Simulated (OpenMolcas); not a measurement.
## Fe2+ in NaF: curves along the breathing mode

Fe2+ with its 6 nearest fluoride ions, on the Na site of NaF (a = 4.634 Å, distance in the model lattice 2.317 Å). The rest of the host is ab initio model potentials to 7.6 Å, with orthogonalisation functions on the cations behind the ligands, and point charges beyond; the distance is set by hand and nothing relaxes, and no local charge compensation is placed. Ligand basis ANO-RCC-VDZP.

```yaml
Program: OpenMolcas
Method: CASSCF
Basis: ANO-RCC-VDZP [5s4p2d1f]
Scalar_Hamiltonian: DKH2, point nucleus
Active_space: 6 electrons in 5 orbitals (3d)
State_averaging: 2S+1 = 5 even, 5 roots; 2S+1 = 3 even, 45 roots; 2S+1 = 1 even, 50 roots
Spin-orbit_coupling: RASSI with atomic mean-field integrals over the reference wave functions
```

Spin-free energies (labels of O, the rotations of Oh) in cm-1 above the lowest fitted minimum, as all ligands move together:

```json
{"R (Å)": "2.026", "5T2": "80", "5E": "9590", "3T1": "15810", "3T2": "19530", "3T1(2)": "23050", "1A1": "18820", "3E": "26200"}
{"R (Å)": "2.074", "5T2": "290", "5E": "8730", "3T1": "16910", "3T2": "20270", "3T1(2)": "23260", "1A1": "20860", "3E": "26210"}
{"R (Å)": "2.122", "5T2": "1850", "5E": "9350", "3T1": "19220", "3T2": "22250", "3T1(2)": "24820", "1A1": "23980", "3E": "27550"}
{"R (Å)": "2.169", "5T2": "4470", "5E": "11170", "3T1": "22470", "3T2": "25190", "3T1(2)": "27430", "1A1": "27910", "3E": "29950"}
{"R (Å)": "2.217", "5T2": "8080", "5E": "14070", "3T1": "26630", "3T2": "29060", "3T1(2)": "31040", "1A1": "32660", "3E": "33320"}
{"R (Å)": "2.265", "5T2": "12500", "5E": "17860", "3T1": "31510", "3T2": "33680", "3T1(2)": "35450", "1A1": "38080", "3E": "37510"}
{"R (Å)": "2.313", "5T2": "17640", "5E": "22440", "3T1": "37040", "3T2": "38970", "3T1(2)": "40580", "1A1": "44070", "3E": "42420"}
```

Cubic fits give the following; the wavenumber is harmonic, with the mass of all moving ligands, small differences in it between states hang on the degree of the fit, a number in brackets counts states of one label, and the table is a selection of at most 14 states with clean curves.

```
 State  R0 (Å)  Breathing mode (cm-1)  Minimum (cm-1)
   5T2   2.041                    424               0
    5E   2.077                    427            8750
3T1(2)   2.041                    424           22960
    3E   2.048                    418           26040
3T2(2)   2.037                    425           25440
3T1(3)   2.047                    421           26700
   3A2   2.064                    424           31120
3T2(3)   2.058                    418           30920
3T1(4)   2.073                    428           32100
 3E(2)   2.070                    432           32930
```

The minimum of 5E is shifted by +0.0356 Å against 5T2 (from the unrounded fits). With M = 114.0 u for the moving shell, the Huang-Rhys factor in this mode is S = M ω ΔR² / 2ħ = 0.01483 × 114.0 × 424 × 0.0356² = 0.91. Only the first shell moves, against a rigid host.

An orbital triplet at a regular site is open to Jahn-Teller coupling, which can distort the site and quench the lowest spin-orbit gaps and is left out. Without dynamic correlation the repulsion within the d shell is too large (B by tens of per cent), so at a given field states of lower spin stand too high. Ligand-to-metal charge-transfer states are missing. With no ligand orbital active B as a rule stays too high, so bands that hang on it stand too high and its fall with covalency is understated. With metal d orbitals alone and no dynamic correlation 10Dq can be off by a tenth to a fifth, either way, in oxide and fluoride hosts. No measured value stands beside these numbers.
